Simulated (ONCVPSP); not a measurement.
What one change does to a pseudopotential (Au, ONCV)

ONCVPSP 4.0.1 input, shortened (lines: element, Z, core and valence counts, functional; n l f; lmax; l rc ep ncon nbas qcut; lloc lpopt rc5 dvloc0; l nproj debl; icmod fcfact rcfact), PBE, scalar-relativistic:

```
  Au 79.00   11    3        4      upf
    1    0    2.00
    2    0    2.00
    2    1    6.00
    3    0    2.00
    3    1    6.00
    3    2   10.00
    4    0    2.00
    4    1    6.00
    4    2   10.00
    4    3   14.00
    5    0    2.00
    5    1    6.00
    5    2    9.00
    6    0    2.00
    2
    0    2.35    0.00    3    8    2.80
    1    1.40    0.00    4    7   10.90
    2    1.65    0.00    3    7   10.90
    4    3    1.10    4.00
    0    2    3.00
    1    3    1.70
    2    1    2.40
    3    3.25    1.75
```

In the p channel the program set the typed energies aside and used -2.298, 0.250, 1.950 Ha.

Change: s: qcut 3.1; p: qcut 12; d: qcut 12.

Cutoffs: the cutoffs (Ha) at which the residual kinetic energy of the hardest occupied pseudo-wave falls to 1 and 0.1 mHa per electron; they do not see the model core or the augmentation charge, which bear on the density cutoff. Errors are all-electron minus pseudo energies relative to the spin-unpolarised reference configuration.

Predict the effect on cutoff, ghosts and configuration errors.

The potential gets harder (38 Ha and 45 Ha → 44 Ha and 52 Ha); both files keep a bound ghost (s); of the 4 tests that both files solve, the error grows in 2 and shrinks in 0 by more than 15 % and 0.3 meV (median size 30.6 → 44.7 meV).

| quantity | base | changed |
| --- | --- | --- |
| cutoff, loose | 38 Ha | 44 Ha |
| cutoff, tight | 45 Ha | 52 Ha |
| loose cutoff by channel | s 4.3 Ha, p 38 Ha, d 20 Ha | s 4.3 Ha, p 44 Ha, d 33 Ha |
| bound ghosts | s | s |
| GHOST(+) flags under 300 eV | s at 143.8 eV | none |
| error for 5p6 5d10 6s1, meV [ΔE -1.69 eV] | -14 | -23 |
| error for 5p6 5d10 6s0, meV [ΔE 7.72 eV] | -48 | -70 |
| error for 5p6 5d9 6s0, meV [ΔE 28.92 eV] | -61 | -66 |
| error for 5p6 5d9 6s1 6p1, meV [ΔE 5.80 eV] | -9.4 | -10 |
| s: phases at 2.38 bohr within 0.05 rad from the reference energy up to (Ha; the scan ends near 5) | 3.4 | 3.4 |
| p: phases at 1.42 bohr within 0.05 rad from the reference energy up to (Ha; the scan ends near 5) | to the end of the scan | to the end of the scan |
| d: phases at 1.67 bohr within 0.05 rad from the reference energy up to (Ha; the scan ends near 5) | 3.1 | 3.3 |
| rms error of d²Exc/dni dnj with the model core, mHa | 1.84 | 1.77 |

 A true bound ghost makes a file unfit for plane-wave use even where its test errors are small: the radial tests pick states by their node count and pass the ghost by.
